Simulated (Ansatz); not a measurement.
CH$_{4}$O$_{2}$SSi (`O[C@@H]1S[Si@@H]1O`), relaxed with RKS PBE-D4/def2-SVP in Ansatz 0.2.0 from a rough embedded geometry. The force threshold is 0.03 eV/Å; the program also tests the step.

Charge 0, multiplicity 1.

Start:

```xyz
9

O     1.588   -0.530   -0.478
C     0.598    0.465   -0.526
S     0.244    1.206    0.993
Si   -1.104    0.002   -0.287
O    -1.440   -1.292    0.752
H     2.335   -0.256    0.176
H     0.725    1.146   -1.390
H    -2.258    0.894   -0.499
H    -0.688   -1.636    1.259
```

```json
{"step": "1", "energy (eV)": "-23884.9205", "largest force (eV/Å)": "3.391", "largest move (Å)": "0.000"}
{"step": "2", "energy (eV)": "-23885.6489", "largest force (eV/Å)": "2.210", "largest move (Å)": "0.195"}
{"step": "3", "energy (eV)": "-23885.9056", "largest force (eV/Å)": "0.952", "largest move (Å)": "0.163"}
{"step": "4 (rejected)", "energy (eV)": "-23885.7749", "largest force (eV/Å)": "2.415", "largest move (Å)": "0.200"}
{"step": "5", "energy (eV)": "-23886.0230", "largest force (eV/Å)": "0.497", "largest move (Å)": "0.097"}
{"step": "6", "energy (eV)": "-23886.0525", "largest force (eV/Å)": "0.473", "largest move (Å)": "0.098"}
{"step": "7", "energy (eV)": "-23886.0704", "largest force (eV/Å)": "0.264", "largest move (Å)": "0.150"}
{"step": "8", "energy (eV)": "-23886.0743", "largest force (eV/Å)": "0.044", "largest move (Å)": "0.028"}
{"step": "9", "energy (eV)": "-23886.0746", "largest force (eV/Å)": "0.017", "largest move (Å)": "0.011"}
```

End:

```xyz
9

O     1.494   -0.625   -0.280
C     0.640    0.440   -0.513
S     0.182    1.547    1.051
Si   -1.109    0.191    0.077
O    -1.499   -1.297    0.725
H     2.404   -0.283   -0.179
H     0.936    1.119   -1.338
H    -2.331    0.673   -0.623
H    -0.718   -1.765    1.079
```

Run time 11 s (4 threads of an Arm Neoverse V1 on a shared host); peak host memory 0.15 GiB.
